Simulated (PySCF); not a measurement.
## Radial density of Si (silicon, neutral)

UHF, [Ne] 3s1 3p2 4s1, high-spin 5P determinant (an excited configuration). Calculation: PySCF 2.14, in dyall-av2z (13s9p2d, 50 functions); the non-relativistic Hamiltonian (point nucleus).

| r (bohr) | 4πr²ρ (e/bohr) | 4πr²(ρα − ρβ) |
| --- | --- | --- |
| 0.00236 | 0.1158 | 0.0004 |
| 0.00397 | 0.3124 | 0.0010 |
| 0.00668 | 0.8206 | 0.0026 |
| 0.0112 | 2.043 | 0.0065 |
| 0.0189 | 4.671 | 0.0148 |
| 0.0318 | 9.230 | 0.0287 |
| 0.0535 | 14.38 | 0.0428 |
| 0.0900 | 15.37 | 0.0451 |
| 0.151 | 10.81 | 0.0740 |
| 0.255 | 10.92 | 0.2359 |
| 0.428 | 14.31 | 0.2642 |
| 0.720 | 7.269 | -0.0243 |
| 1.21 | 1.621 | 0.7721 |
| 2.04 | 1.527 | 1.5184 |
| 3.43 | 0.4950 | 0.4950 |
| 5.76 | 0.2719 | 0.2719 |
| 9.70 | 0.02116 | 0.0212 |

The outer electron is Rydberg-like, and this basis confines it to a smaller radius and binds it less than a complete one would.

Where is the radial spin density 4πr²(ρα − ρβ) most negative, and why is it negative at all?

Around r = 0.720 bohr, down to -0.0243 e/bohr: exchange with the open shell polarises the paired shells in an unrestricted calculation.
